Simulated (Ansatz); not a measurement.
`[O]1[SiH2][GeH2]1`. Charge 0, multiplicity 1. Geometry: relaxed with PBE0-D4/def2-TZVP.

```xyz
7

O     0.320   -0.274   -1.136
Si   -0.958   -0.577   -0.136
Ge    0.856    0.638    0.431
H    -2.258    0.044   -0.494
H    -1.152   -1.981    0.306
H     2.171    0.023    0.931
H     1.022    2.128    0.100
```

(1) What is the dipole moment at r2SCAN/def2-TZVPP? (An estimate is asked.)

(2) And with PBE, B3LYP, ωB97M-V? (Best estimate.)

(3) Give the Mulliken charges with r2SCAN, ωB97M-V, B3LYP in def2-TZVPP. (Best estimate.)

Results:

(1) Ansatz gave: 1.54 D, with components (-0.53, 0.27, 1.42) D in this frame, pointing from negative to positive charge.

(2) Ansatz gave: PBE 1.49 D, B3LYP 1.73 D, ωB97M-V 1.76 D.

(3) The calculation gave: 
```csv
atom,r2SCAN,ωB97M-V,B3LYP
O1,-0.51,-0.50,-0.50
Si2,0.44,0.34,0.40
Ge3,0.22,0.16,0.21
H4,-0.08,-0.03,-0.06
H5,-0.08,-0.03,-0.06
H6,0.00,0.03,0.01
H7,0.00,0.03,0.01
```

B3LYP here is the variant with VWN-RPA as its local correlation; programs differ in this.
